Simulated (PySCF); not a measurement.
An unknown is described by computed data only.

Formula: C8H7F.

* NMR, other nuclei: isotropic shieldings of nuclei other than C and H, by class: 288 (1 F) ppm [GIAO PBE0/pcSseg-1]
* Rotational structure: rotational constants A, B, C: 5.065, 0.970, 0.814 GHz [PBE0-D3(BJ)/def2-SVP]
* Polarisability: 97.8 au [PBE0/def2-SVPD]
* Valence photoelectron: vertical ionisation energy: 8.35 eV [ΔSCF PBE0/def2-SVPD]
* UV, first state: lowest singlet excitation: 4.78 eV (260 nm, f = 0.104) [TDDFT PBE0/def2-SVPD]
* 13C NMR: chemical shifts (computed TMS as zero) by class: 170.2 (1 C), 143.4 (1 C), 136.4 (1 C), 133.3 (2 C), 120.6 (2 C), 118.2 (1 C) ppm [GIAO PBE0/pcSseg-1]
* 1H NMR: chemical shifts (computed TMS as zero) by class: 7.53 (2 H), 7.10 (2 H), 6.58 (1 H), 6.08 (1 H), 5.52 (1 H) ppm [GIAO PBE0/pcSseg-1]

Gas-phase values; electronic properties from PySCF, density fitting. Levels stand in brackets. Geometry: PBE0-D3(BJ)/def2-SVP, one conformer, isolated molecule. NMR classes are plain means over equivalent atoms (diastereotopic ones count apart unless rotation or inversion swaps them), as if these changed places fast.

Problem. Propose a structure and show how it fits.

Solution. Numbering: `[CH2:1]=[CH:2][c:3]1[cH:4][cH:5][c:6]([F:7])[cH:8][cH:9]1`. Its formula, C8H7F, gives 5 degrees of unsaturation: 1 ring and 4 π bonds in the structure found (Kekulé form). 8 carbons fall into 6 classes; from least to most shielded: aromatic C–F carbon [C6] (170.2 ppm), alkene CH carbon [C2] (143.4 ppm), substituted aromatic carbon [C3] (136.4 ppm), aromatic CH carbon [C4/C9] (133.3 ppm, 2 C, up to 7.7 ppm apart in this geometry), aromatic CH carbon [C5/C8] (120.6 ppm, 2 C), terminal =CH2 carbon [C1] (118.2 ppm). Hydrogen classes from least to most shielded: 2 H on 2 aromatic CH carbons, C4/C9 (7.53 ppm, a mean of values up to 0.8 ppm apart in this geometry), 2 H on 2 aromatic CH carbons, C5/C8 (7.10 ppm), 1 H on an alkene CH carbon, C2 (6.58 ppm), 1 H on a terminal =CH2 carbon, C1 (6.08 ppm), 1 H on a terminal =CH2 carbon, C1 (5.52 ppm). The other shieldings belong to: 288 ppm, aryl fluorine [F7]. The first electron is taken from the HOMO, whose largest Löwdin shares are 0.21 on the terminal =CH2 carbon, 0.15 on the substituted aromatic carbon, 0.14 on the alkene CH carbon and 0.13 on the aromatic C–F carbon. The optimised geometry has point group Cs and is an asymmetric top. Structure: `c1cc(ccc1F)C=C`. Computed isomers that give other values at the same levels: `C=Cc1cccc(F)c1` (rotational constant A: 2.903 GHz; this holds for the one conformer computed). The assignments are read from this structure; whether some other isomer fits the data as well wasn't checked.

The values belong to the conformer `[CH2:1]=[CH:2][c:3]1[cH:4][cH:5][c:6]([F:7])[cH:8][cH:9]1`: C1–C2–C3–C4 180°.
